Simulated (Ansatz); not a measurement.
Gas-phase electronic energies from Ansatz, PBE0-D4/def2-TZVP geometries. CCSD(T)/CBS adds triple-zeta CCSD(T) − MP2 to the extrapolated MP2 energy (def2 sets, frozen cores). DFT in def2-TZVPP. For Br, Ga outer-core shells are correlated without core-valence functions, which leaves a few kJ/mol of doubt a bond. Scalar relativity is left out up to krypton. One conformer a species, not always the lowest.

`CNC([SiH3])S` + `[OH][Ga]([Br])[Br]` → `[SiH3][O][Ga]([Br])[Br]` + `CNCS`  (ligand exchange at the Si–C bond)

```csv
level,ΔE (kJ/mol),difference from CCSD(T)/CBS
PBE-D4,-84.5,18.3
r2SCAN-D4,-99.8,3.0
PBE0-D4,-93.8,9.0
ωB97X-V,-102.8,0.0
ωB97M-V,-100.2,2.6
PBE,-88.4,14.4
r2SCAN,-100.8,2.0
HF/def2-TZVPP,-139.7,-36.9
MP2/def2-TZVPP,-103.3,-0.5
SCS-MP2/def2-TZVPP,-110.9,-8.1
CCSD/def2-TZVPP,-110.2,-7.4
CCSD(T)/def2-TZVPP,-104.5,-1.7
HF/def2-QZVPP,-141.8,-39.0
SCS-MP2/def2-QZVPP,-110.7,-7.9
HF/CBS(def2),-142.1,-39.3
CCSD/CBS(def2),-108.5,-5.7
CCSD(T)/CBS,-102.8,0
```

Largest T1 diagnostic among the species: 0.011.

In def2-TZVPP, CCSD(T) changes the Hartree–Fock value by +35.2 kJ/mol (the triples alone add +5.7 kJ/mol) and MP2 by +36.4 kJ/mol. The D4 term adds +6.3 kJ/mol with B3LYP and +3.2 kJ/mol with PBE0; it sums over pairs of atoms, weighted by their polarisabilities, and B3LYP, whose exchange is more repulsive, gets the larger term. From PBE to PBE0 (25 % exact exchange), in def2-TZVPP and without D4, ΔE moves by −8.6 kJ/mol.

B3LYP here is the variant with VWN-RPA as its local correlation; programs differ in this.
